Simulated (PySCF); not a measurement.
PySCF job for C₂H₃Cl₂FSi, SMILES C=C(Cl)[Si@@H](F)Cl, PBE/pcSseg-1. Geometry optimised at B3LYP-D3(BJ)/def2-SVP. The structure was generated by enumeration; whether it is a known compound was not checked. Other conformers were not sampled.

```python
import numpy as np
from pyscf import gto, scf, dft
from pyscf.prop.nmr import rks as nmr

mol = gto.M(
    atom='''
    C    -2.03224298    0.16699524   -1.00572667
    C    -1.06101722   -0.31883887   -0.22689678
    Cl   -1.41527592   -1.25171933    1.22030533
    Si    0.75789130   -0.09669521   -0.56208635
    F     0.87595297    0.70733226   -1.96749954
    Cl    1.61736533    1.04695020    0.91670595
    H    -1.76607382    0.73916946   -1.89873640
    H    -3.09219849    0.01463478   -0.78306096
    H     1.48825855   -1.37392454   -0.67494891
    ''',
    basis='pcSseg-1',
    charge=0,
    spin=0,
    max_memory=1600,
    verbose=3,
)
mf = dft.RKS(mol, xc='pbe')
mf.grids.level = 3
mf.conv_tol = 1e-10
mf.max_cycle = 100
mf.kernel()
n = nmr.NMR(mf)
n.verbose = 2
n.max_cycle_cphf = 60
sigma = n.kernel()
print('atom   isotropic/ppm   span/ppm')
for i, s in enumerate(sigma):
    w = np.linalg.eigvalsh((s + s.T) / 2)
    print(f'{mol.atom_symbol(i):2s}{i + 1:3d} {w.mean():14.3f} {w[2] - w[0]:11.3f}')
```

Log of the run:

```
converged SCF energy = -1387.06981940852
atom   isotropic/ppm   span/ppm
C   1         43.803     222.802
C   2         29.365     183.000
Cl  3        657.637     528.309
Si  4        343.917      60.869
F   5        314.104      84.897
Cl  6        855.512     287.511
H   7         24.810       8.514
H   8         24.862       8.306
H   9         25.674       8.282
```

Self-consistency was reached.

Cost: very roughly 40 core-seconds.
